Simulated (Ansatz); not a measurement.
Molecular dynamics of C₄H₈AlCl

Input:

```yaml
crystal:
  periodic: [false, false, false]
  atoms:
    - { symbol: C, position_ang: [-0.496478, -2.018766, -0.647532] }
    - { symbol: Al, position_ang: [-0.683017, -0.988585, 0.908057] }
    - { symbol: C, position_ang: [0.127553, 0.690097, 0.567913] }
    - { symbol: C, position_ang: [0.825217, 0.87521, -0.793121] }
    - { symbol: C, position_ang: [0.150771, 1.724273, 1.349829] }
    - { symbol: Cl, position_ang: [0.640724, 3.387928, 0.843406] }
    - { symbol: H, position_ang: [-0.899954, -3.008714, -0.498878] }
    - { symbol: H, position_ang: [-1.0429, -1.557658, -1.517527] }
    - { symbol: H, position_ang: [0.540717, -2.140968, -0.968717] }
    - { symbol: H, position_ang: [-1.520944, -1.438261, 2.106064] }
    - { symbol: H, position_ang: [1.649105, 1.609135, -0.828813] }
    - { symbol: H, position_ang: [1.001504, -0.187472, -1.045662] }
    - { symbol: H, position_ang: [0.011528, 1.347681, -1.425191] }
    - { symbol: H, position_ang: [-0.233199, 1.820165, 2.350418] }
basis:
  gaussian: { orbitals: STO-3G }
hamiltonian:
  xc: pbe0
  dispersion: d4
md:
  timestep: 0.5
  n_steps: 166
  ensemble: nvt_langevin
  temperature: 1000.0
  initial_velocities: maxwell_boltzmann
  seed: 724125
  friction: 0.001
scf:
  lower_state_search: "off"
```

Command:

```bash
$ ansatz run input.yaml --threads 1 --pin off --max-ram 2048MiB --backend cpu --events-out ev --progress --plain --runs-dir out
```

It goes on from the last frame of an earlier run, with new velocities.

Output, in part (step lines, the closing report, with atoms numbered from 0):

```
md step     0: t =     0.00 fs  T =   928.6 K  F+E_penalty+E_count = -23119.38304639 eV  E_kin = 1.680380 eV  (13 SCF iters)
[... lines left out ...]
Total energy: -23118.94274768 eV, -849.6054753952 hartree
Atom 0 at    -0.927716    -2.134283    -0.588382 Å, force    -2.883669    -2.259733     2.489303 eV/Å
Atom 1 at    -0.462629    -1.007503     0.832380 Å, force    -0.120280    -0.599148    -0.303006 eV/Å
Atom 2 at     0.169883     0.652770     0.312330 Å, force    -0.167450     4.069268    -1.312937 eV/Å
Atom 3 at     0.652415     0.979485    -1.181561 Å, force     1.840706     2.179919     2.040619 eV/Å
Atom 4 at     0.022736     1.736337     1.151090 Å, force    -0.105784    -3.387063    -0.277152 eV/Å
Atom 5 at     0.600074     3.393321     1.055839 Å, force     0.318509     1.070678    -0.798464 eV/Å
Atom 6 at    -1.659601    -3.007587    -0.190592 Å, force     2.819254     1.978121    -1.303902 eV/Å
Atom 7 at    -1.450253    -1.724912    -1.427670 Å, force     0.084085     0.549346    -0.963457 eV/Å
Atom 8 at     0.094611    -2.435864    -0.817898 Å, force    -0.176879    -1.096046    -0.809392 eV/Å
Atom 9 at    -0.121349    -1.628664     2.115279 Å, force    -0.067332    -0.009261     0.882749 eV/Å
Atom 10 at     0.453743     0.285117    -2.001658 Å, force    -0.722995    -0.295960     0.227860 eV/Å
Atom 11 at     0.347914     2.051877    -1.424450 Å, force    -0.060828    -1.687017    -0.021180 eV/Å
Atom 12 at     1.777400     1.071780    -1.137892 Å, force    -0.868747    -0.303755    -0.077615 eV/Å
Atom 13 at    -0.441368     1.623874     2.137234 Å, force     0.111410    -0.209347     0.226575 eV/Å
Dipole moment:    -0.245596    -0.443033     0.032340 e Å
```

The steps, from the saved trajectory:

```csv
time (fs),T (K),potential energy less start (eV)
0.0,929,0.000
2.5,778,0.277
5.0,911,0.005
7.5,830,0.190
10.0,827,0.201
12.5,636,0.546
15.0,672,0.456
17.5,693,0.388
20.0,720,0.363
22.5,670,0.434
25.0,684,0.465
27.5,798,0.227
30.0,828,0.224
32.5,830,0.219
35.0,701,0.485
37.5,834,0.238
40.0,760,0.392
42.5,830,0.187
45.0,703,0.447
47.5,820,0.171
50.0,630,0.530
52.5,695,0.360
55.0,664,0.404
57.5,924,-0.102
60.0,820,0.011
62.5,808,0.004
65.0,664,0.268
67.5,687,0.170
70.0,695,0.127
72.5,728,-0.001
75.0,790,-0.147
77.5,683,0.052
80.0,563,0.257
82.5,481,0.425
```

The run went to its last step. The mean temperature of the second half is 28 % below the set value. A run of 0.083 ps of so small a system gives no equilibrium averages. Limits of this set-up: minimal basis.

The same pairs are bonded in the first frame and the last. Pairs count as bonded within 1.25 times the sum of covalent radii (0.12 Å more for H–H).

Last frame:

```xyz
14
Properties=species:S:1:pos:R:3
C -0.928 -2.134 -0.588
Al -0.463 -1.008 0.832
C 0.170 0.653 0.312
C 0.652 0.980 -1.182
C 0.023 1.736 1.151
Cl 0.600 3.393 1.056
H -1.660 -3.008 -0.191
H -1.450 -1.725 -1.428
H 0.095 -2.436 -0.818
H -0.121 -1.629 2.115
H 0.454 0.285 -2.002
H 0.348 2.052 -1.424
H 1.777 1.072 -1.138
H -0.441 1.624 2.137
```

The run took 4.1 min on 1 thread of Intel(R) Xeon(R) 6975P-C (Granite Rapids), on a shared host, peak memory 0.12 GiB.
